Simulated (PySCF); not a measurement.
# How the method changes the constants of ZnGe⁺

State: ²Π (doublet), unpaired electrons π ↑. Set-up: basis Zn pcseg-1, Ge pcseg-1; no relativity; PySCF 2.14. De refers to Zn + Ge⁺ in their high-spin ground configurations, without counterpoise correction. The functionals are run spin-unrestricted. A positive dipole points towards Ge; it is taken about the centre of mass and depends on that origin.

```tsv
Level	Re (Å)	ωe (cm⁻¹)	De (eV)	μ (D)	CPU s a point (SCF and correlation, without the integrals)
ROHF	2.712	157	1.19	-2.41	0.13
ROHF-MP2	2.584	186	1.61	n/a	0.31
ROHF-SCS-MP2	2.614	178	1.50	n/a	n/a
PBE	2.600	171	1.77	-1.29	0.9
BP86	2.599	170	1.72	-1.24	0.68
r²SCAN	2.549	186	1.86	-1.77	1.4
PBE0	2.598	175	1.72	-1.70	1.4
BHandHLYP	2.640	166	1.47	-1.67	0.89
B2PLYP	2.615	172	1.54	-1.78	1
```

(1) What does the step from GGA to meta-GGA do here, going from PBE to r²SCAN?

(2) What does second-order correlation do here, going from ROHF to ROHF-MP2?

Correlated steps freeze 14 core orbitals. Correlated levels converge slowly with the basis: in double zeta they bind strong bonds too weakly, by up to about 1 eV, and carry superposition errors of some tenths. Spin–orbit coupling is left out. For an ion De counts to the pair picked by the measured ionisation energies or electron affinities, which need not be the lowest pair at this level. B2PLYP dipoles, levels and charges come from its SCF part alone. UHF is strongly spin-contaminated for ZnGe⁺, so the ROHF reference used there is far from stable. The state is the lowest determinant that a PBE0 search found; another state may lie lower at other levels.

The whole job (state search and all levels along the bond) took about 2.5 min on 1 thread of Arm Neoverse V2 (shared host), peak memory 0.75 GiB.

Results:

(1) r²SCAN less PBE: -5.1 pm in Re, +8.8 % in ωe, +0.09 eV in De. 

(2) ROHF-MP2 less ROHF: -12.8 pm in Re, +18.5 % in ωe, +0.42 eV in De. Correlation nearly always deepens the well. The bond shortens, as in weak, metallic or heavy-atom bonds, where dispersion and the correlation of outer-core electrons pull the atoms together.
